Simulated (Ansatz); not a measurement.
Geometry optimisation of `C[N]=[W](=[N]C)([O]C)[O]C`.

```yaml
crystal:
  periodic: [false, false, false]
  atoms:
    - {symbol: C, position_ang: [0.258660, 2.042060, -2.124880]}
    - {symbol: N, position_ang: [-0.098140, 1.247570, -0.996920]}
    - {symbol: W, position_ang: [-0.240040, -0.004280, 0.283980]}
    - {symbol: N, position_ang: [1.007230, -1.266100, 0.008410]}
    - {symbol: C, position_ang: [2.079450, -2.095860, -0.430590]}
    - {symbol: O, position_ang: [0.002310, 0.796200, 1.992660]}
    - {symbol: C, position_ang: [0.723840, 1.544220, 2.918120]}
    - {symbol: O, position_ang: [-1.973490, -0.796580, 0.213320]}
    - {symbol: C, position_ang: [-2.972180, -1.488270, -0.466200]}
    - {symbol: H, position_ang: [-0.622860, 2.273040, -2.737360]}
    - {symbol: H, position_ang: [0.990120, 1.521430, -2.760830]}
    - {symbol: H, position_ang: [0.700850, 2.995850, -1.807800]}
    - {symbol: H, position_ang: [2.843450, -1.507560, -0.959110]}
    - {symbol: H, position_ang: [2.564090, -2.600290, 0.416450]}
    - {symbol: H, position_ang: [1.715390, -2.872290, -1.116060]}
    - {symbol: H, position_ang: [0.902770, 2.560500, 2.531930]}
    - {symbol: H, position_ang: [1.693330, 1.062950, 3.123920]}
    - {symbol: H, position_ang: [0.162040, 1.620120, 3.860360]}
    - {symbol: H, position_ang: [-3.776500, -1.768370, 0.229990]}
    - {symbol: H, position_ang: [-2.560210, -2.405900, -0.916930]}
    - {symbol: H, position_ang: [-3.400110, -0.858450, -1.262450]}
basis:
  gaussian: {orbitals: def2-TZVP}
hamiltonian: {xc: pbe0, dispersion: d4}
relax: {f_tol: 0.005, max_steps: 150}
```

```sh
$ ansatz run in.yaml --threads 4 --pin off --events-out ev --progress --plain --max-ram 46080MiB --backend cuda --devices 0, --max-vram 37GiB
```

It prints (some lines left out):

```
Functional definition: PBE0
mean field -13237.57118977 eV, -486.4717684759 hartree, gradient 2.8e-5 eV, S^2 0.000000; 0 other end points of the search recorded, 0 dependent functions left out
relax step   1: F+E_penalty+E_count = -13237.99611849 eV  Δ(F+E_penalty+E_count) = +0.000e0 eV  max|allowed force component| = 1.544e0 eV/Å  Δτ_max = 0.0000 Å  (36 SCF iters, accepted)
mean field -13237.70883937 eV, -486.4768270055 hartree, gradient 2.0e-5 eV, S^2 0.000000; 0 other end points of the search recorded, 0 dependent functions left out
relax step   2: F+E_penalty+E_count = -13238.14538019 eV  Δ(F+E_penalty+E_count) = -1.493e-1 eV  max|allowed force component| = 4.226e-1 eV/Å  Δτ_max = 0.0779 Å  (41 SCF iters, accepted)
mean field -13237.72715719 eV, -486.4775001732 hartree, gradient 8.8e-6 eV, S^2 0.000000; 0 other end points of the search recorded, 0 dependent functions left out
relax step   3: F+E_penalty+E_count = -13238.16444287 eV  Δ(F+E_penalty+E_count) = -1.906e-2 eV  max|allowed force component| = 1.959e-1 eV/Å  Δτ_max = 0.0629 Å  (36 SCF iters, accepted)
mean field -13237.70803203 eV, -486.4767973363 hartree, gradient 1.9e-5 eV, S^2 0.000000; 0 other end points of the search recorded, 0 dependent functions left out
relax step   4: F+E_penalty+E_count = -13238.14788328 eV  Δ(F+E_penalty+E_count) = +1.656e-2 eV  max|allowed force component| = 8.397e-1 eV/Å  Δτ_max = 0.1756 Å  (40 SCF iters, rejected (line search))
mean field -13237.74452018 eV, -486.4781382510 hartree, gradient 8.2e-6 eV, S^2 0.000000; 0 other end points of the search recorded, 0 dependent functions left out
relax step   5: F+E_penalty+E_count = -13238.18447091 eV  Δ(F+E_penalty+E_count) = -2.003e-2 eV  max|allowed force component| = 5.122e-2 eV/Å  Δτ_max = 0.0876 Å  (37 SCF iters, accepted)
mean field -13237.75146544 eV, -486.4783934846 hartree, gradient 1.1e-5 eV, S^2 0.000000; 0 other end points of the search recorded, 0 dependent functions left out
relax step   6: F+E_penalty+E_count = -13238.19502001 eV  Δ(F+E_penalty+E_count) = -1.055e-2 eV  max|allowed force component| = 9.641e-2 eV/Å  Δτ_max = 0.0991 Å  (35 SCF iters, accepted)
mean field -13237.75243787 eV, -486.4784292207 hartree, gradient 2.6e-5 eV, S^2 0.000000; 0 other end points of the search recorded, 0 dependent functions left out
relax step   7: F+E_penalty+E_count = -13238.19855711 eV  Δ(F+E_penalty+E_count) = -3.537e-3 eV  max|allowed force component| = 9.361e-2 eV/Å  Δτ_max = 0.0781 Å  (35 SCF iters, accepted)
mean field -13237.75261098 eV, -486.4784355826 hartree, gradient 1.8e-5 eV, S^2 0.000000; 0 other end points of the search recorded, 0 dependent functions left out
relax step   8: F+E_penalty+E_count = -13238.19969041 eV  Δ(F+E_penalty+E_count) = -1.133e-3 eV  max|allowed force component| = 6.346e-2 eV/Å  Δτ_max = 0.0333 Å  (36 SCF iters, accepted)
mean field -13237.75282488 eV, -486.4784434432 hartree, gradient 1.8e-5 eV, S^2 0.000000; 0 other end points of the search recorded, 0 dependent functions left out
relax step   9: F+E_penalty+E_count = -13238.20031402 eV  Δ(F+E_penalty+E_count) = -6.236e-4 eV  max|allowed force component| = 4.678e-2 eV/Å  Δτ_max = 0.0427 Å  (36 SCF iters, accepted)
mean field -13237.75320480 eV, -486.4784574051 hartree, gradient 1.8e-5 eV, S^2 0.000000; 0 other end points of the search recorded, 0 dependent functions left out
relax step  10: F+E_penalty+E_count = -13238.20073516 eV  Δ(F+E_penalty+E_count) = -4.211e-4 eV  max|allowed force component| = 3.925e-2 eV/Å  Δτ_max = 0.0511 Å  (36 SCF iters, accepted)
mean field -13237.75385831 eV, -486.4784814209 hartree, gradient 1.9e-5 eV, S^2 0.000000; 0 other end points of the search recorded, 0 dependent functions left out
relax step  11: F+E_penalty+E_count = -13238.20119943 eV  Δ(F+E_penalty+E_count) = -4.643e-4 eV  max|allowed force component| = 4.561e-2 eV/Å  Δτ_max = 0.0449 Å  (35 SCF iters, accepted)
mean field -13237.75495684 eV, -486.4785217912 hartree, gradient 1.0e-5 eV, S^2 0.000000; 0 other end points of the search recorded, 0 dependent functions left out
relax step  12: F+E_penalty+E_count = -13238.20192408 eV  Δ(F+E_penalty+E_count) = -7.246e-4 eV  max|allowed force component| = 8.251e-2 eV/Å  Δτ_max = 0.0652 Å  (36 SCF iters, accepted)
mean field -13237.75587801 eV, -486.4785556438 hartree, gradient 2.4e-5 eV, S^2 0.000000; 0 other end points of the search recorded, 0 dependent functions left out
relax step  13: F+E_penalty+E_count = -13238.20277832 eV  Δ(F+E_penalty+E_count) = -8.542e-4 eV  max|allowed force component| = 8.917e-2 eV/Å  Δτ_max = 0.0406 Å  (36 SCF iters, accepted)
mean field -13237.75572208 eV, -486.4785499132 hartree, gradient 2.1e-5 eV, S^2 0.000000; 0 other end points of the search recorded, 0 dependent functions left out
relax step  14: F+E_penalty+E_count = -13238.20235480 eV  Δ(F+E_penalty+E_count) = +4.235e-4 eV  max|allowed force component| = 2.534e-1 eV/Å  Δτ_max = 0.1537 Å  (40 SCF iters, rejected (line search))
mean field -13237.75554358 eV, -486.4785433535 hartree, gradient 2.0e-5 eV, S^2 0.000000; 0 other end points of the search recorded, 0 dependent functions left out
relax step  15: F+E_penalty+E_count = -13238.20301008 eV  Δ(F+E_penalty+E_count) = -2.318e-4 eV  max|allowed force component| = 1.425e-1 eV/Å  Δτ_max = 0.0679 Å  (39 SCF iters, accepted)
mean field -13237.76062015 eV, -486.4787299143 hartree, gradient 1.3e-5 eV, S^2 0.000000; 0 other end points of the search recorded, 0 dependent functions left out
relax step  16: F+E_penalty+E_count = -13238.20795764 eV  Δ(F+E_penalty+E_count) = -4.948e-3 eV  max|allowed force component| = 1.527e-1 eV/Å  Δτ_max = 0.0988 Å  (36 SCF iters, accepted)
mean field -13237.76334101 eV, -486.4788299039 hartree, gradient 1.9e-5 eV, S^2 0.000000; 0 other end points of the search recorded, 0 dependent functions left out
relax step  17: F+E_penalty+E_count = -13238.21092093 eV  Δ(F+E_penalty+E_count) = -2.963e-3 eV  max|allowed force component| = 1.814e-1 eV/Å  Δτ_max = 0.0713 Å  (36 SCF iters, accepted)
mean field -13237.76691810 eV, -486.4789613594 hartree, gradient 1.8e-5 eV, S^2 0.000000; 0 other end points of the search recorded, 0 dependent functions left out
relax step  18: F+E_penalty+E_count = -13238.21516233 eV  Δ(F+E_penalty+E_count) = -4.241e-3 eV  max|allowed force component| = 2.488e-1 eV/Å  Δτ_max = 0.1205 Å  (40 SCF iters, accepted)
mean field -13237.77080410 eV, -486.4791041675 hartree, gradient 1.4e-5 eV, S^2 0.000000; 0 other end points of the search recorded, 0 dependent functions left out
relax step  19: F+E_penalty+E_count = -13238.21929682 eV  Δ(F+E_penalty+E_count) = -4.134e-3 eV  max|allowed force component| = 1.915e-1 eV/Å  Δτ_max = 0.0504 Å  (36 SCF iters, accepted)
mean field -13237.77543765 eV, -486.4792744470 hartree, gradient 1.5e-5 eV, S^2 0.000000; 0 other end points of the search recorded, 0 dependent functions left out
relax step  20: F+E_penalty+E_count = -13238.22401216 eV  Δ(F+E_penalty+E_count) = -4.715e-3 eV  max|allowed force component| = 1.023e-1 eV/Å  Δτ_max = 0.0982 Å  (36 SCF iters, accepted)
mean field -13237.77702463 eV, -486.4793327675 hartree, gradient 1.6e-5 eV, S^2 0.000000; 0 other end points of the search recorded, 0 dependent functions left out
relax step  21: F+E_penalty+E_count = -13238.22532116 eV  Δ(F+E_penalty+E_count) = -1.309e-3 eV  max|allowed force component| = 2.236e-1 eV/Å  Δτ_max = 0.1282 Å  (42 SCF iters, accepted)
mean field -13237.77935874 eV, -486.4794185446 hartree, gradient 1.7e-5 eV, S^2 0.000000; 0 other end points of the search recorded, 0 dependent functions left out
relax step  22: F+E_penalty+E_count = -13238.22771698 eV  Δ(F+E_penalty+E_count) = -2.396e-3 eV  max|allowed force component| = 1.057e-1 eV/Å  Δτ_max = 0.0174 Å  (36 SCF iters, accepted)
mean field -13237.78105983 eV, -486.4794810587 hartree, gradient 2.4e-5 eV, S^2 0.000000; 0 other end points of the search recorded, 0 dependent functions left out
relax step  23: F+E_penalty+E_count = -13238.22894782 eV  Δ(F+E_penalty+E_count) = -1.231e-3 eV  max|allowed force component| = 1.094e-2 eV/Å  Δτ_max = 0.0392 Å  (36 SCF iters, accepted)
mean field -13237.78192355 eV, -486.4795127995 hartree, gradient 2.2e-5 eV, S^2 0.000000; 0 other end points of the search recorded, 0 dependent functions left out
relax step  24: F+E_penalty+E_count = -13238.22957582 eV  Δ(F+E_penalty+E_count) = -6.280e-4 eV  max|allowed force component| = 2.722e-2 eV/Å  Δτ_max = 0.0481 Å  (35 SCF iters, accepted)
mean field -13237.78238315 eV, -486.4795296896 hartree, gradient 6.5e-6 eV, S^2 0.000000; 0 other end points of the search recorded, 0 dependent functions left out
relax step  25: F+E_penalty+E_count = -13238.22988783 eV  Δ(F+E_penalty+E_count) = -3.120e-4 eV  max|allowed force component| = 5.324e-2 eV/Å  Δτ_max = 0.0613 Å  (37 SCF iters, accepted)
mean field -13237.78238334 eV, -486.4795296967 hartree, gradient 1.7e-5 eV, S^2 0.000000; 0 other end points of the search recorded, 0 dependent functions left out
relax step  26: F+E_penalty+E_count = -13238.23008620 eV  Δ(F+E_penalty+E_count) = -1.984e-4 eV  max|allowed force component| = 2.494e-2 eV/Å  Δτ_max = 0.0053 Å  (38 SCF iters, accepted)
mean field -13237.78237595 eV, -486.4795294248 hartree, gradient 1.7e-5 eV, S^2 0.000000; 0 other end points of the search recorded, 0 dependent functions left out
relax step  27: F+E_penalty+E_count = -13238.23017189 eV  Δ(F+E_penalty+E_count) = -8.569e-5 eV  max|allowed force component| = 1.975e-3 eV/Å  Δτ_max = 0.0082 Å  (38 SCF iters, accepted)
mean field -13237.78240887 eV, -486.4795306348 hartree, gradient 1.8e-5 eV, S^2 0.000000; 0 other end points of the search recorded, 0 dependent functions left out
relax step  28: F+E_penalty+E_count = -13238.23022072 eV  Δ(F+E_penalty+E_count) = -4.883e-5 eV  max|allowed force component| = 1.237e-2 eV/Å  Δτ_max = 0.0217 Å  (36 SCF iters, accepted)
mean field -13237.78242710 eV, -486.4795313047 hartree, gradient 1.8e-5 eV, S^2 0.000000; 0 other end points of the search recorded, 0 dependent functions left out
relax step  29: F+E_penalty+E_count = -13238.23023318 eV  Δ(F+E_penalty+E_count) = -1.246e-5 eV  max|allowed force component| = 1.357e-2 eV/Å  Δτ_max = 0.0168 Å  (37 SCF iters, accepted)
mean field -13237.78247578 eV, -486.4795330936 hartree, gradient 1.8e-5 eV, S^2 0.000000; 0 other end points of the search recorded, 0 dependent functions left out
relax step  30: F+E_penalty+E_count = -13238.23024089 eV  Δ(F+E_penalty+E_count) = -7.713e-6 eV  max|allowed force component| = 4.948e-3 eV/Å  Δτ_max = 0.0024 Å  (39 SCF iters, accepted)
mean field -13237.78247578 eV, -486.4795330936 hartree, gradient 1.8e-5 eV, S^2 0.000000; 1 other end points of the search recorded, 0 dependent functions left out
Total energy: -13238.23029037 eV, -486.4959899763 hartree
Atom 0 at     0.583228     2.163277    -1.784567 Å, force    -0.000211     0.000829     0.000856 eV/Å
Atom 1 at     0.065563     1.369326    -0.731704 Å, force     0.000392    -0.001905    -0.001229 eV/Å
Atom 2 at    -0.287940     0.001499     0.308239 Å, force     0.001634     0.004948     0.000987 eV/Å
Atom 3 at     0.719915    -1.367485    -0.124570 Å, force    -0.000774    -0.000972     0.000218 eV/Å
Atom 4 at     1.728068    -2.164205    -0.720873 Å, force     0.000465    -0.000418    -0.001324 eV/Å
Atom 5 at     0.084534     0.503970     2.095670 Å, force     0.000279     0.000628     0.000809 eV/Å
Atom 6 at     0.567228     1.655569     2.728351 Å, force     0.000382    -0.000892     0.000255 eV/Å
Atom 7 at    -2.100001    -0.498766     0.078346 Å, force    -0.000882    -0.004840    -0.001727 eV/Å
Atom 8 at    -2.768228    -1.655254    -0.341084 Å, force    -0.000580     0.001149     0.000095 eV/Å
Atom 9 at    -0.215528     2.481146    -2.464416 Å, force    -0.000208    -0.000421     0.000172 eV/Å
Atom 10 at     1.335118     1.623610    -2.372049 Å, force    -0.000260    -0.000167     0.000429 eV/Å
Atom 11 at     1.055903     3.068295    -1.386830 Å, force     0.000151    -0.000121    -0.000263 eV/Å
Atom 12 at     2.252604    -1.628679    -1.520772 Å, force    -0.000254    -0.000521     0.000713 eV/Å
Atom 13 at     2.470378    -2.477331     0.022243 Å, force    -0.000728     0.000337    -0.000294 eV/Å
Atom 14 at     1.294135    -3.072016    -1.154824 Å, force     0.000263     0.000920     0.000418 eV/Å
Atom 15 at     0.490988     2.533939     2.078868 Å, force    -0.000414    -0.000546    -0.000344 eV/Å
Atom 16 at     1.615681     1.516937     3.012461 Å, force    -0.000844    -0.000005    -0.000497 eV/Å
Atom 17 at    -0.015592     1.837013     3.636468 Å, force    -0.000171    -0.000342    -0.000821 eV/Å
Atom 18 at    -3.624648    -1.833116     0.316344 Å, force     0.000645     0.000393    -0.000290 eV/Å
Atom 19 at    -2.113009    -2.532202    -0.311762 Å, force    -0.000376     0.001234    -0.000222 eV/Å
Atom 20 at    -3.138396    -1.525538    -1.363531 Å, force     0.001493     0.000713     0.002060 eV/Å
Dipole moment:     0.151618    -0.001665    -0.160873 e Å
```

It took 2.4 min on 4 threads of an AMD EPYC 7R13 on a shared host and a share of an NVIDIA H100 80 GB, with 1.4 GiB of host memory at the peak.
